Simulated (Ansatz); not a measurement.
Ideal-gas functions of AlBr3 (`[Br][Al]([Br])[Br]`) at 600 K and 1 bar, from an Ansatz frequency run at PBE0-D4/def2-TZVP.

Molar mass 266.69 g/mol, point group D3h (symmetry number 6), electronic degeneracy 1, moments of inertia 595.419, 595.45, 1190.869 u Å². Harmonic wavenumbers (cm⁻¹, unscaled): 90, 90, 170, 232, 510, 510.

Use S(trans) = R[1.5 ln M + 2.5 ln T − 1.1517]; rotational temperatures θ = 24.2544 K / I; S(rot) = R[ln(√π/σ · √(T³/θAθBθC)) + 1.5]; for each mode x = 1.438777 ν̃/T, S = R[x/(eˣ − 1) − ln(1 − e⁻ˣ)] and H = RT x/(eˣ − 1); 1 cm⁻¹ = 0.0119627 kJ/mol; R = 8.31446 J/(mol·K).

Question: By hand: the entropy, in J/(mol·K).

Answer: Translation 193.1. Rotation: θ = 0.0407, 0.0407, 0.0204 K, giving 124.9. Vibration, mode by mode: 21.08, 21.08, 15.83, 13.30, 7.14, 7.14, in all 85.6. Electronic 0.0. Sum 403.6 J/(mol·K).

Question: By hand: H − E and G − E in kJ/mol, counted from the electronic energy.

Answer: Zero-point energy ½ × 1602 × 0.0119627 = 9.6; thermal vibration 21.8; translation, rotation and pV give 4 RT = 20.0. H − E = 51.4 kJ/mol, and G − E = 51.4 − 600 × 403.6/1000 = -190.8 kJ/mol.

Vibration gives 21 % of the entropy, 42.2 J/(mol·K) of it from the modes under 150 cm⁻¹: soft modes count most, and the harmonic formula is weakest for them.
